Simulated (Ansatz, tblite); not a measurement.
Forces on Ag6Sb⁺ at its r2SCAN-D4/def2-SVP geometry. Charge 1, multiplicity 1.

In the def2 sets Ag, Sb take a core potential; there is no spin–orbit coupling. The xTB rows come from tblite. Another isomer (singlet) lies 0.02 eV lower at PBE0-D4/def2-TZVP; other spin states weren't run for this one.

GFN1-xTB (tblite), largest force 0.71 eV/Å:

```xyz
7
positions Å, forces eV/Å
Sb    0.528   -2.170   -0.042   -0.036   -0.040    0.153
Ag   -2.307    1.976    1.502   -0.667   -0.155   -0.198
Ag    1.136   -1.666   -2.600   -0.085    0.169    0.161
Ag   -0.288    0.303    0.830    0.091   -0.169   -0.146
Ag   -1.381   -0.926   -1.464    0.166    0.043   -0.042
Ag    0.113    2.591    2.225    0.658    0.171    0.193
Ag    2.198   -0.108   -0.451   -0.128   -0.020   -0.122
```

GFN2-xTB (tblite), largest force 0.93 eV/Å:

```
Sb -0.064 -0.604 0.704
Ag -0.907 0.065 -0.041
Ag 0.062 0.129 -0.328
Ag 0.208 -0.385 -0.331
Ag -0.162 0.123 -0.272
Ag 0.660 0.459 0.427
Ag 0.204 0.214 -0.158
```

PBE-D4/def2-TZVP (Ansatz), largest force 0.29 eV/Å:

```
Sb -0.003 -0.001 0.011
Ag -0.284 0.036 -0.023
Ag 0.038 -0.059 -0.087
Ag 0.051 -0.163 -0.015
Ag -0.093 -0.007 -0.031
Ag 0.205 0.157 0.122
Ag 0.087 0.037 0.023
```
